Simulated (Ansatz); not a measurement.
Consider the formal exchange of groups at a B–O bond: `BO[SiH2][GeH2][F]` + `[CH3][GeH3]` → `[BH2][GeH2][CH3]` + `O[SiH2][GeH2][F]`.

Gas-phase electronic energies from Ansatz, PBE0-D4/def2-TZVP geometries. CCSD(T)/CBS is the MP2 limit (def2-TZVPP, def2-QZVPP) plus CCSD(T) − MP2 in def2-TZVPP, frozen cores. Functionals use def2-TZVPP. B3LYP here is the variant with VWN-RPA as its local correlation; programs differ in this. For Ge outer-core shells are correlated without core-valence functions, which leaves a few kJ/mol of doubt a bond. Scalar relativity is left out up to krypton. One conformer a species, not always the lowest.

| level | ΔE (kJ/mol) | difference from CCSD(T)/CBS |
| --- | --- | --- |
| r2SCAN-D4 | 150.0 | 1.8 |
| ωB97X-V | 151.7 | 3.5 |
| B2PLYP | 157.5 | 9.3 |
| r2SCAN | 149.8 | 1.6 |
| B3LYP | 156.8 | 8.6 |
| HF/def2-TZVPP | 168.1 | 19.9 |
| MP2/def2-TZVPP | 155.4 | 7.2 |
| SCS-MP2/def2-TZVPP | 157.7 | 9.5 |
| HF/CBS(def2) | 170.7 | 22.5 |
| MP2/CBS(def2) | 151.0 | 2.8 |
| CCSD(T)/CBS | 148.2 | 0 |

Largest T1 diagnostic among the species: 0.013.

In def2-TZVPP, CCSD(T) changes the Hartree–Fock value by −15.6 kJ/mol (the triples alone add −0.6 kJ/mol) and MP2 by −12.7 kJ/mol.
